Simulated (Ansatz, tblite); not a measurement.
Forces on Sn3F2 at its PBE-D4/def2-SVP geometry. Charge 0, multiplicity 1.

In the def2 sets Sn takes a core potential; there is no spin–orbit coupling. The xTB rows come from tblite. The restricted singlet is unstable towards broken spin symmetry in Hartree–Fock (as tested in another run); at PBE-D4/def2-TZVP this wasn't settled. The structure comes from a short search, and lower isomers may exist.

GFN1-xTB (tblite), largest force 0.86 eV/Å:

```xyz
5
positions Å, forces eV/Å
Sn   -0.630   -1.821   -0.611    0.123    0.491    0.282
Sn   -0.760    0.906   -1.639    0.153   -0.170    0.529
Sn   -0.255    0.533    1.447    0.052   -0.299   -0.802
F     0.756    1.585   -0.125   -0.157   -0.148    0.048
F     0.889   -1.204    0.926   -0.171    0.127   -0.057
```

GFN2-xTB (tblite), largest force 0.98 eV/Å:

```
Sn -0.555 0.376 -0.709
Sn -0.501 -0.795 -0.270
Sn -0.366 0.072 0.239
F 0.698 0.449 0.267
F 0.724 -0.102 0.474
```

PBE-D4/def2-TZVP (Ansatz), largest force 0.11 eV/Å:

```
Sn -0.026 0.051 -0.019
Sn -0.023 -0.053 0.018
Sn 0.035 -0.036 -0.102
F 0.008 -0.007 0.062
F 0.005 0.044 0.041
```
